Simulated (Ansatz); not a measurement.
Members of the series B-XY, Y = H; each row names its spin state. Gas-phase values, no solvent. One relaxed conformer stands for each flexible species; it need not be the lowest. Strings in code marks are SMILES.

Quantity: adiabatic spin-state energy, in kcal/mol. The DFT solution of `[BH-]Cl`, `[BH2-]` and `[BH-][AlH2]` is unstable or spin-contaminated; the geometry comes from it. HF references are unrestricted for open shells and restricted for singlets. The restricted reference of `[BH2-]`, `[BH-]Cl` and `[BH-][AlH2]` is unstable towards unrestricted orbitals.

A: `[BH-]Cl`: multiplicity 3 minus multiplicity 1
B: `[BH2-]`: multiplicity 3 minus multiplicity 1
C: `[BH-][AlH2]`: multiplicity 3 minus multiplicity 1

Put the candidates in order of adiabatic spin-state energy, lowest first, for frozen-core CCSD(T) with HF/aug-cc-pVQZ and the correlation energy extrapolated as X^-3 from aug-cc-pVTZ and aug-cc-pVQZ // PBE0-D3(BJ)/def2-TZVPD (Ansatz, a quantum-chemistry and plane-wave program).

B (-0.32 kcal/mol), C (1.46 kcal/mol), A (12.1 kcal/mol)
